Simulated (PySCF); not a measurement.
Members of one family of related compounds. Level of theory: TDDFT wB97X-D/def2-SVPD, vertical, gas phase, core orbitals frozen in the response in PySCF 2.14.0, density-fitted response routines. Geometries: PBE0-D3(BJ)/def2-SVP; one conformer of each isolated species. Triplets are in the Tamm–Dancoff approximation.

Question: Rank by computed lowest singlet excitation energy, highest first.
A. Si(NH2)H3, `N[SiH3]`
B. Si(vinyl)H3, `C=C[SiH3]`
C. SiH3(NHMe), `CN[SiH3]`
D. Si(CF3)H3, `C(F)(F)([SiH3])F`
E. Si(eta1-allyl)H3, `C=CC[SiH3]`
F. Si(NCO)H3, `O=C=N[SiH3]`
G. SiFH3, `F[SiH3]`
H. SiClH3, `Cl[SiH3]`

Answer: D (9.06 eV), G (8.17 eV), H (7.50 eV), F (7.34 eV), E (6.90 eV), B (6.67 eV), A (6.47 eV), C (5.93 eV).

| SMILES | S1 (eV) | f (S1) | LUMO (eV) | gap (eV) | first f ≥ 0.01 (nm) | S1 mainly |
| --- | --- | --- | --- | --- | --- | --- |
| [H][Si]([H])([H])C(F)(F)F | 9.06 | 0.001 | 1.80 | 13.47 | 136 | H-2/H-1→L (≥66%) |
| [H][Si]([H])([H])F | 8.17 | 0.005 | 1.65 | 13.42 | 129 | H-1/H→L (≥88%) |
| [H][Si]([H])([H])Cl | 7.50 | 0.013 | 1.41 | 12.37 | 165 | H-1/H→L (≥90%) |
| [H][Si]([H])([H])N=C=O | 7.34 | 0.000 | 1.66 | 12.27 | 142 | H-1/H→L+2 (≥43%) |
| [H][Si]([H])([H])CC=C | 6.90 | 0.425 | 1.81 | 10.86 | 180 | H→L (91%) |
| [H][Si]([H])([H])C=C | 6.67 | 0.001 | 1.07 | 10.88 | 180 | H-1→L (96%) |
| [H][Si]([H])([H])N | 6.47 | 0.020 | 1.90 | 11.30 | 192 | H→L (94%) |
| [H][Si]([H])([H])NC | 5.93 | 0.001 | 2.04 | 10.62 | 173 | H→L (91%) |

H and L stand for HOMO and LUMO. A slash joins orbitals within 0.01 eV of each other, whose weights are summed (≥ marks a lower bound).

- `[H][Si]([H])([H])C(F)(F)F`: Löwdin shares by element: HOMO fluorine 29% or more, carbon 24%, silicon 23% (atoms not listed hold the other 24%); LUMO silicon 44%, hydrogen 36% (atoms not listed hold the other 20%).
- `[H][Si]([H])([H])F`: Löwdin shares by element: HOMO (one of a set within 0.03 eV) hydrogen 46% or more, silicon 36%, fluorine 16%; LUMO silicon 52%, hydrogen 37%.
- `[H][Si]([H])([H])Cl`: Löwdin shares by element: HOMO (one of a set within 0.03 eV) chlorine 64%, hydrogen 18% or more, silicon 17%; LUMO silicon 39%, chlorine 27%, hydrogen 22% or more.
- `[H][Si]([H])([H])N=C=O`: Löwdin shares by element: HOMO (one of a set within 0.03 eV) nitrogen 37%, oxygen 25%, carbon 12%, silicon 12%; LUMO silicon 36%, carbon 28%, hydrogen 16% or more (atoms not listed hold the other 20%).
- `[H][Si]([H])([H])CC=C`: Löwdin shares by element: HOMO carbon 78%, silicon 8%; LUMO carbon 62%, silicon 13% (atoms not listed hold the other 24%).
- `[H][Si]([H])([H])C=C`: Löwdin shares by element: HOMO carbon 72%, silicon 9%, hydrogen 5% or more; LUMO carbon 64%, silicon 16%, hydrogen 5% or more (atoms not listed hold the other 15%).
- `[H][Si]([H])([H])N`: Löwdin shares by element: HOMO nitrogen 59%, hydrogen 16% or more, silicon 16%; LUMO silicon 43%, hydrogen 22% or more, nitrogen 16% (atoms not listed hold the other 20%).
- `[H][Si]([H])([H])NC`: Löwdin shares by element: HOMO nitrogen 56%, silicon 11%, carbon 11%, hydrogen 5% or more (atoms not listed hold the other 17%); LUMO silicon 35%, carbon 17%, hydrogen 9% or more, nitrogen 8% (atoms not listed hold the other 31%).
